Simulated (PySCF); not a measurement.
H3BrOSi, SMILES [SiH2](O)Br at its CAM-B3LYP/def2-SVP optimised geometry (Å):

```
6

Si    -0.8169    -0.3036     0.0000
O     -1.4157    -1.1232     1.2974
Br     1.4157    -0.3036     0.0000
H     -1.2834    -1.0211    -1.2017
H     -1.2232     1.1232     0.0000
H     -1.2024    -0.8190     2.1862
```

Level of theory: CAM-B3LYP/def2-TZVP (PySCF). Cells within 0.4 Å of a nucleus heavier than hydrogen are left out (blank, or x).

Map of the log10 of the electron density (e/bohr³), floored at −4 on the plane z = 0.0 Å:

```
|0000000000000000000000000000000|
|0000000000000000000000000000000|
|0000000000000000000000000000000|
|0000000111111000000000000000000|
|0000011122222110000000000000000|
|0000112233333221100011000000000|
|0000123344444332111111111100000|
|0001233445554433222222222211000|
|0011234556665543333333333221100|
|0012344567776544334444444332110|
|0012345678876654444555554433210|
|0012345678877655555666665543221|
|0012345677777665566677766554321|
|0012345667777666667777777654322|
|0012345567788766677889887665432|
|00123455678xx8777778xxx97765432|
|0012344567xxxx777789xxx98765432|
|0112345567xxxx777789xxx98765432|
|011234556689986677789x987765432|
|0112344566677666677788877654432|
|0112344556666655666777776654321|
|0012334555555555556666666544321|
|0012234445555444455555555443221|
|0011223344444433444455544432210|
|0001122333333333333444433322100|
|0000112223332222222333332221000|
|0000011122222111112222222110000|
|0000000111111100011111111000000|
|0000000000000000000000000000000|
|0000000000000000000000000000000|
|0000000000000000000000000000000|
```
Scale: ten equal steps from -4.00 (start of '0') to 0.101 (end of '9'), in the order '0123456789'; x runs from -3.50 to 3.50, y from -3.50 (bottom) to 3.50 (top).
